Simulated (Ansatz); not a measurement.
Ansatz results at the PBE0-D4/def2-TZVP geometry: HOMO energy (ωB97M-V/def2-TZVPP) -9.45 eV; HOMO–LUMO gap (ωB97M-V/def2-TZVPP) 10.43 eV; size of the dipole moment (ωB97M-V/def2-TZVPP) 1.51 D.

Each molecule was computed in one conformer, which needn't be the lowest.

(1) Which molecule gave them?
A. `BC(O)=[Se]`
B. `FC[S][SnH3]`
C. `BB(Cl)OC`
D. `OC[SiH2][SiH3]`

## Answers

(1) B. The others give `OC[SiH2][SiH3]`: -9.72, 11.36, 1.15; `BC(O)=[Se]`: -9.40, 9.55, 2.68; `BB(Cl)OC`: -10.44, 10.40, 2.82.
